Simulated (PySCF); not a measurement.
A structure optimised at PBE0-D3(BJ)/def2-SVP, used in a PySCF frequency run:

```
Si
H 1 1.4984
C 1 1.8740 2 110.25
H 3 1.1005 1 110.37 2 178.93
H 3 1.1013 4 108.20 1 121.56
H 3 1.1014 4 108.31 5 116.56
C 1 1.9036 2 119.10 3 137.21
H 7 1.1028 1 119.61 2 -118.80
H 7 1.1073 8 107.92 1 -134.92
O 7 1.4328 8 110.72 9 -122.77
C 10 1.4418 7 104.13 8 -138.75
H 11 1.1095 10 109.78 7 -96.77
C 11 1.5089 12 109.63 10 122.26
H 13 1.1008 11 111.59 12 176.60
H 13 1.1011 14 108.45 11 122.14
H 13 1.1020 14 107.62 15 116.59
```
Charge 0, spin multiplicity 1.

Question: Write its SMILES and formula.

Answer: C[C@H]1OC[Si@H]1C, C4H10OSi

Question: What are its rotational constants (standard atomic weights)?

Answer: 3.6126, 2.6378, 1.8762 GHz
